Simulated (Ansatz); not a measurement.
A displaced shape of doublet H₂(+):

```xyz
2

H     0.0227   -0.0298   -0.5175
H     0.0277    0.0405    0.5603
```

It was optimised with PBE0/def2-SVP in Ansatz (development build ahead of 0.2.0) to forces under 0.001 eV/Å, with unrestricted orbitals. Each step stands on the lowest determinant of that kind that the program's search found.

(1) What shape does it relax to, and how does the optimisation go?

## Answers

(1)

```yaml
atoms:
  - { symbol: H, position_ang: [0.0226, -0.0305, -0.5279] }
  - { symbol: H, position_ang: [0.0277, 0.0412, 0.5707] }
```

Bond lengths: .

| step | E − E(start) (eV) | largest force (eV/Å) |
| --- | --- | --- |
| 1 | 0.0000 | 0.1879 |
| 2 | 0.0004 | 0.1910 |
| 3 | -0.0019 | 0.0164 |
| 4 | -0.0019 | 0.0004 |

The optimisation ended after 4 steps with its threshold met.
